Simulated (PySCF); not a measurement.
**Structure elucidation problem**

An unknown has the formula C4H3F6NO2. Its calculated NMR data are:

¹H NMR (500 MHz, computed): δ 3.03 (s, 3H).

¹³C{¹H} NMR (computed): δ 139.2 (C, q, J = 1.9 Hz), 134.9 (C, q, J = 343.4 Hz), 134.7 (C, q, J = 343.5 Hz), 33.9 (CH3).

Theory: structure optimised with PBE0-D3(BJ)/def2-SVP, σ from GIAO-PBE/pcSseg-2, B3LYP/pcJ-1 coupling constants (spin–dipole term only in couplings to heteroatoms), in PySCF 2.14.0 with density-fitted response routines (one averaged value for each set of equivalent atoms, no solvent model, non-relativistic, a single conformation).

δ = σ(ref) − σ, references computed at the same level: ¹H, ¹³C vs TMS.

Question: What is the structure?

Answer: 
1. Rings plus π bonds: 1 (no ring in the answer).
2. 4 carbon signals for 4 carbons: no two carbons are equivalent.
3. Carbon types of the structure: 3 × C, 1 × CH3, which accounts for all hydrogens.
4. δC 139.2: C=N carbon.
5. δC 134.9, 134.7: CF3 carbon; 4 electronegative neighbours deshield it.
6. δC 33.9: methyl carbon bonded to N; pulled downfield by the heteroatom.
7. δH 3.03: hydrogen on a methyl carbon bonded to N; its carbon carries N, an electronegative neighbour.

These data were computed for SMILES CN=C(OC(F)(F)F)OC(F)(F)F.

The shifts were computed for this structure.

C–F couplings over four or more bonds (about 3 Hz to the para carbon of a fluoroarene) are left out. Common functionals overestimate the size of one-bond C–F couplings by tens of Hz; these are unscaled. Shifts are as computed, not scaled to solution data. Of 1211 compounds with measured shifts, 218 miss one by over three times the rms of a fit or turn the order of signals round; such compounds aren't used in these exercises.
